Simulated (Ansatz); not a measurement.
`C[SiH](C)CO`. The species carries charge 0 and has multiplicity 1. All single points use the PBE0-D4/def2-TZVP geometry. It is one conformer, not always the lowest.

```xyz
15

C    -1.317    1.054   -0.423
Si    0.209   -0.034   -0.509
C     1.748    0.932   -0.055
C    -0.006   -1.490    0.683
O    -1.218   -2.213    0.486
H    -1.220    1.909   -1.097
H    -1.471    1.443    0.587
H    -2.217    0.510   -0.723
H     0.340   -0.564   -1.896
H     2.638    0.299   -0.096
H     1.672    1.341    0.956
H     1.902    1.767   -0.743
H     0.804   -2.209    0.531
H     0.087   -1.148    1.726
H    -1.951   -1.600    0.573
```

Question: What is the dipole moment at r2SCAN/def2-TZVPP? (Best estimate.)

Answer: The calculation gave: 2.06 D, with components (0.12, 1.95, 0.65) D in this frame, pointing from negative to positive charge.

Question: And with PBE, B3LYP, ωB97M-V? (Best estimate.)

Answer: Computed: PBE 2.00 D, B3LYP 2.07 D, ωB97M-V 2.09 D.

Question: Give the Mulliken charges with r2SCAN, PBE, ωB97M-V in def2-TZVPP. (An estimate is asked.)

Answer: Ansatz gave: 
| atom | r2SCAN | PBE | ωB97M-V |
| --- | --- | --- | --- |
| C1 | -0.33 | -0.40 | -0.48 |
| Si2 | 0.37 | 0.29 | 0.35 |
| C3 | -0.31 | -0.38 | -0.46 |
| C4 | 0.00 | -0.08 | -0.14 |
| O5 | -0.37 | -0.31 | -0.33 |
| H6 | 0.07 | 0.10 | 0.12 |
| H7 | 0.08 | 0.10 | 0.12 |
| H8 | 0.07 | 0.10 | 0.11 |
| H9 | -0.10 | -0.08 | -0.04 |
| H10 | 0.07 | 0.10 | 0.12 |
| H11 | 0.07 | 0.10 | 0.12 |
| H12 | 0.07 | 0.10 | 0.12 |
| H13 | 0.05 | 0.09 | 0.11 |
| H14 | 0.05 | 0.08 | 0.10 |
| H15 | 0.20 | 0.18 | 0.17 |

B3LYP here is the variant with VWN-RPA as its local correlation; programs differ in this.
